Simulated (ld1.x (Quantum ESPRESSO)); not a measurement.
# What one change does to a pseudopotential (niobium, TM semilocal)

| Item | Value |
| --- | --- |
| Element | Nb (Z = 41) |
| Generator | ld1.x (Quantum ESPRESSO) 7.5 |
| Type | norm-conserving Troullier–Martins (semilocal form) |
| Functional | BLYP |
| Relativity | scalar-relativistic |
| Frozen core | [Kr] |
| Valence charge | 5 |
| Reference configuration | 4d4 5s1 5p0 |
| Partial waves | 5s (bound): rc 3.10 bohr; 5p (bound, empty): rc 3.15 bohr; 4d (bound): rc 1.55 bohr |
| Local potential | the d channel |
| Core correction | a·sin(br)/r model core inside 0.85 bohr |

All-electron outer shells of the reference configuration (BLYP, scalar-relativistic, ld1.x):

```
shell  level (eV)  outermost node (bohr)  outermost maximum (bohr)
   4s      -58.28                   0.53                      1.02
   4p      -34.37                   0.54                      1.12
   5s       -3.93                   1.40                      3.08
   4d       -2.92                   0.55                      1.51
   5p       -1.06                   1.63                      4.31
```

Change: wave 5s (bound): rc 3.10 bohr becomes 5s (bound): rc 4.74 bohr.

Cutoffs: the cutoffs (Ry, on a coarse ladder) from which the occupation-weighted sum of valence levels, in a spherical-Bessel basis at the reference potential, stays within 10 and 1 mRy of its value at 400 Ry; they do not see the model core or the augmentation charge, which bear on the density cutoff. Errors are all-electron minus pseudo energies relative to the spin-unpolarised reference configuration.

Q: How do hardness, ghosts and transferability respond?

A: The potential gets neither clearly harder nor softer (40 Ry and 50 Ry → 40 Ry and 50 Ry); of the 7 tests that both files solve, the error grows in 5 and shrinks in 1 by more than 15 % and 0.3 meV (median size 37.0 → 23.1 meV); neither file shows a bound ghost at the reference potential, the only one tested. A semilocal file is local in each channel, so a ghost entry of none says nothing of the separable form that plane-wave codes build from it.

```csv
quantity,base,changed
"cutoff, loose",40 Ry,40 Ry
"cutoff, tight",50 Ry,50 Ry
bound ghosts,none,none
"error for 4d4 5s0 5p0, meV [ΔE 6.67 eV]",-13,-23
"error for 4d3 5s0 5p0, meV [ΔE 20.66 eV]",-54,-199
"error for 4d2 5s0 5p0, meV [ΔE 45.31 eV]",-414,-759
"error for 4d4 5s0 5p1, meV [ΔE 2.98 eV]",-2.7,-15
"error for 4d1 5s0 5p0, meV [ΔE 82.12 eV]",-1411,-2010
"error for 4d5 5s0 5p0, meV [ΔE 1.34 eV]",-37,+14
"error for 4d4 5s0.5 5p0, meV [ΔE 2.63 eV]",-3.3,-3.1
```

Changed file: These tests converged, but a pseudo level misses the all-electron one widely, so the file describes the atom poorly there or has found another state: 4d1 5s0 5p0: empty 5s by 3.8 eV (a node warning on the way).
